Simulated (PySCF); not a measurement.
Compound: NaI.
SMILES: `[Na][I]`

Method used: PBE0-D3(BJ)/def2-SVP geometry optimisation, gas phase, def2 core potentials past Kr in PySCF 2.14.0.

Take the most abundant isotopes and a rigid rotor. 

Task: What are the moment of inertia and the rotational constant?

Result: I = 144.095 u·Å², B = 505379 MHz·u·Å²/I = 3507 MHz (0.1170 cm⁻¹, or 0.168 K as hB/k). For two atoms I = μr² with μ = 19.4638 u and r = 2.7209 Å.

Task: List the first levels of a rigid rotor in a Σ state.

Result: E(J) = BJ(J+1): J = 1: 0.234, J = 2: 0.702, J = 3: 1.404, J = 4: 2.340, J = 5: 3.510, J = 6: 4.914 cm⁻¹.

Task: Where do the first rotational lines fall?

Result: The dipole is 8.99 D; J+1 ← J lies at 2B(J+1): 1 ← 0 at 7.01 GHz, 2 ← 1 at 14.03 GHz, 3 ← 2 at 21.04 GHz, 4 ← 3 at 28.06 GHz, 5 ← 4 at 35.07 GHz, 6 ← 5 at 42.09 GHz.

Task: Estimate the classical rotational partition function at 50 K, 200 K and 500 K.

Result: Point group C∞v, symmetry number σ = 1; q = kT/(σhB), k/h = 20836.6 MHz/K: 297 at 50 K, 1190 at 200 K, 2970 at 500 K.

Whether it is a minimum is left open (no frequencies). Zero-point vibration and centrifugal distortion are left out.

On Arm Neoverse N1, one thread (shared host), this took 7.0 s of wall time and 0.25 GiB of memory at its peak. These figures are those of the optimisation.
